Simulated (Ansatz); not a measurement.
Steps of a relaxation of `FC(Cl)O[SiH3]` with RKS PBE0-D4/def2-TZVP.

```sh
$ ansatz run in.yaml --threads 4 --pin off --events-out ev --progress --plain --max-ram 10444MiB
```

```yaml
crystal:
  periodic: [false, false, false]
  atoms:
    - {symbol: F, position_ang: [1.580289, 0.980744, 0.027361]}
    - {symbol: C, position_ang: [1.157130, -0.134501, 0.703804]}
    - {symbol: Cl, position_ang: [1.830414, -1.588551, -0.187369]}
    - {symbol: O, position_ang: [-0.188101, -0.171091, 0.791408]}
    - {symbol: Si, position_ang: [-1.245689, 0.188818, -0.517731]}
    - {symbol: H, position_ang: [1.616995, -0.150587, 1.712841]}
    - {symbol: H, position_ang: [-0.716814, -0.402287, -1.788960]}
    - {symbol: H, position_ang: [-2.538621, -0.442264, -0.111114]}
    - {symbol: H, position_ang: [-1.407103, 1.673419, -0.647440]}
basis:
  gaussian: {orbitals: def2-TZVP}
hamiltonian: {xc: pbe0, dispersion: d4}
relax: {f_tol: 0.005, max_steps: 150}
```

Positions (Å) and forces (eV/Å) along the path, 11 of 11 steps:

```xyz
9
step=1 energy=-26256.9134 eV
F     1.580    0.981    0.027   -0.147   -0.488    0.276
C     1.157   -0.135    0.704   -0.043   -0.077    0.163
Cl    1.830   -1.589   -0.187   -0.203    0.503    0.267
O    -0.188   -0.171    0.791    0.035    0.241   -0.796
Si   -1.246    0.189   -0.518    0.330   -0.150    0.438
H     1.617   -0.151    1.713   -0.232    0.042   -0.635
H    -0.717   -0.402   -1.789   -0.109    0.138    0.304
H    -2.539   -0.442   -0.111    0.292    0.126   -0.069
H    -1.407    1.673   -0.647    0.078   -0.334    0.052
9
step=2 energy=-26256.9549 eV
F     1.570    0.973    0.027   -0.064   -0.145    0.113
C     1.144   -0.133    0.700    0.045   -0.133   -0.033
Cl    1.816   -1.572   -0.188   -0.107    0.234    0.149
O    -0.194   -0.168    0.783   -0.113    0.142   -0.495
Si   -1.239    0.185   -0.516    0.287   -0.109    0.413
H     1.601   -0.148    1.694   -0.068    0.022   -0.174
H    -0.709   -0.400   -1.772   -0.039    0.030    0.061
H    -2.518   -0.441   -0.108    0.055    0.039   -0.035
H    -1.383    1.658   -0.638    0.002   -0.079    0.001
9
step=3 energy=-26256.9664 eV
F     1.568    0.972    0.030   -0.007    0.028   -0.007
C     1.141   -0.135    0.694    0.136   -0.102    0.001
Cl    1.816   -1.562   -0.181   -0.028    0.044    0.025
O    -0.194   -0.169    0.769   -0.101    0.035   -0.135
Si   -1.232    0.183   -0.509    0.023   -0.028    0.108
H     1.590   -0.147    1.685    0.003    0.013    0.041
H    -0.714   -0.401   -1.764   -0.001   -0.005   -0.025
H    -2.511   -0.436   -0.107   -0.021   -0.004    0.002
H    -1.376    1.650   -0.634   -0.004    0.020   -0.010
9
step=4 energy=-26256.9683 eV
F     1.602    0.978    0.054   -0.038   -0.019    0.026
C     1.154   -0.136    0.695    0.065    0.004    0.001
Cl    1.837   -1.552   -0.178    0.002   -0.012   -0.008
O    -0.183   -0.165    0.742   -0.078   -0.005   -0.026
Si   -1.241    0.178   -0.514    0.010    0.044    0.017
H     1.574   -0.158    1.700    0.026    0.011    0.001
H    -0.754   -0.408   -1.782    0.007   -0.017   -0.007
H    -2.520   -0.430   -0.090    0.014   -0.003    0.007
H    -1.380    1.647   -0.644   -0.009   -0.002   -0.010
9
step=5 energy=-26256.9688 eV
F     1.589    0.988    0.074    0.015    0.011   -0.006
C     1.153   -0.138    0.698   -0.081    0.021   -0.036
Cl    1.842   -1.537   -0.196    0.003   -0.003    0.005
O    -0.187   -0.173    0.743    0.079   -0.017    0.027
Si   -1.239    0.179   -0.515   -0.005   -0.003    0.006
H     1.577   -0.168    1.701   -0.013   -0.011    0.013
H    -0.760   -0.429   -1.777    0.000   -0.003   -0.005
H    -2.521   -0.414   -0.080   -0.001    0.003   -0.004
H    -1.366    1.646   -0.664    0.004    0.002   -0.001
9
step=6 energy=-26256.9691 eV
F     1.580    0.997    0.083   -0.001   -0.003   -0.006
C     1.151   -0.137    0.698    0.005   -0.001    0.011
Cl    1.855   -1.525   -0.204    0.001    0.006   -0.002
O    -0.187   -0.186    0.741   -0.004    0.001   -0.002
Si   -1.239    0.175   -0.515    0.007    0.005   -0.005
H     1.573   -0.172    1.701   -0.002   -0.004    0.000
H    -0.772   -0.443   -1.777   -0.001   -0.002    0.001
H    -2.527   -0.400   -0.075   -0.002    0.001    0.003
H    -1.345    1.644   -0.669   -0.003   -0.003    0.000
9
step=7 energy=-26256.9692 eV
F     1.579    1.002    0.092    0.000    0.001    0.000
C     1.151   -0.137    0.699    0.001    0.000   -0.001
Cl    1.859   -1.517   -0.211    0.000    0.000   -0.002
O    -0.187   -0.187    0.739    0.004    0.000   -0.001
Si   -1.238    0.174   -0.516   -0.005    0.000    0.000
H     1.571   -0.179    1.703   -0.003    0.001    0.001
H    -0.778   -0.453   -1.776    0.000    0.000    0.002
H    -2.528   -0.392   -0.070   -0.002    0.000   -0.001
H    -1.340    1.643   -0.677    0.003    0.000    0.000
9
step=8 energy=-26256.9693 eV
F     1.574    1.015    0.114    0.000   -0.007    0.010
C     1.150   -0.136    0.701   -0.004    0.005   -0.013
Cl    1.870   -1.497   -0.230   -0.003    0.003    0.005
O    -0.187   -0.195    0.736    0.010   -0.001    0.006
Si   -1.239    0.171   -0.518   -0.001   -0.006   -0.007
H     1.567   -0.192    1.706   -0.001    0.002   -0.004
H    -0.793   -0.477   -1.773   -0.004    0.002    0.005
H    -2.534   -0.374   -0.059    0.004    0.005   -0.004
H    -1.319    1.639   -0.695   -0.002   -0.004    0.003
9
step=9 energy=-26256.9693 eV
F     1.573    1.020    0.122   -0.002   -0.009    0.004
C     1.151   -0.136    0.702    0.003    0.004   -0.002
Cl    1.875   -1.490   -0.236   -0.003    0.006    0.003
O    -0.187   -0.198    0.735    0.002    0.002   -0.001
Si   -1.239    0.169   -0.519   -0.009   -0.001    0.000
H     1.566   -0.196    1.707   -0.001   -0.001   -0.004
H    -0.800   -0.486   -1.773    0.000    0.005    0.004
H    -2.536   -0.366   -0.056    0.005   -0.002   -0.001
H    -1.314    1.637   -0.699    0.005   -0.004   -0.003
9
step=10 energy=-26256.9693 eV
F     1.573    1.019    0.123   -0.002   -0.005    0.003
C     1.151   -0.136    0.702    0.003    0.002   -0.003
Cl    1.873   -1.490   -0.236   -0.002    0.003    0.002
O    -0.187   -0.197    0.735    0.002    0.001    0.000
Si   -1.239    0.169   -0.519   -0.004   -0.002   -0.001
H     1.566   -0.197    1.707   -0.001    0.000   -0.002
H    -0.799   -0.485   -1.772    0.000    0.001    0.002
H    -2.536   -0.367   -0.056    0.003    0.000   -0.001
H    -1.314    1.637   -0.701    0.001   -0.001    0.000
9
step=11 energy=-26256.9693 eV
F     1.574    1.020    0.124    0.000    0.000    0.000
C     1.151   -0.135    0.702    0.000    0.000    0.001
Cl    1.873   -1.489   -0.237    0.000    0.000    0.000
O    -0.187   -0.196    0.735    0.000    0.000    0.000
Si   -1.239    0.169   -0.519    0.000    0.000    0.000
H     1.566   -0.198    1.707    0.000    0.000    0.000
H    -0.799   -0.486   -1.772    0.000    0.000    0.000
H    -2.536   -0.368   -0.056    0.000    0.000    0.000
H    -1.314    1.636   -0.702    0.000    0.000    0.000
```

Hardware: 4 threads of an AMD EPYC 7B13 on a shared host. Wall time 33 s, peak host memory 0.51 GiB.
